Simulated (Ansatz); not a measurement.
Reaction (cleavage of the Ge–Ge bond): `[F][Ge]([F])([F])[GeH3]` + `BO` → `B[O][GeH3]` + `[F][GeH]([F])[F]`

Calculated with Ansatz (gas phase, PBE0-D4/def2-TZVP geometries, no zero-point term in ΔE). CBS: MP2 limit from def2 TZ/QZ plus the TZ coupled-cluster correction, frozen cores. This one scheme is used for every species. DFT in def2-TZVPP. For Ge outer-core shells are correlated without core-valence functions, which leaves a few kJ/mol of doubt a bond. Scalar relativity is left out up to krypton.

CCSD(T)/CBS gives +17.8 kJ/mol.

Another level gave +34.3 kJ/mol. Which?
A. MP2/def2-TZVPP
B. CAM-B3LYP-D4/def2-TZVPP
C. PBE-D4/def2-TZVPP
D. BLYP-D4/def2-TZVPP

C. PBE-D4 34.3, BLYP-D4 26.3, CAM-B3LYP-D4 16.3, MP2/def2-TZVPP 8.4 kJ/mol.

What do rigid-rotor, harmonic-oscillator terms from PBE0-D4/def2-TZVP frequencies (298.15 K, 1 bar) make of the CCSD(T)/CBS value? (An estimate is asked.)

The calculation gave: ΔZPE = -5.7 kJ/mol, ΔH = +9.4 kJ/mol, ΔS = -6 J/(mol·K), ΔG = +11.0 kJ/mol.

Largest T1 diagnostic among the species: 0.014.

In def2-TZVPP, CCSD(T) changes the Hartree–Fock value by +17.1 kJ/mol (the triples alone add +1.1 kJ/mol) and MP2 by +14.5 kJ/mol. At CCSD(T), def2-SVP lies −9.0 kJ/mol from the extrapolated value and def2-TZVPP −6.8 kJ/mol.
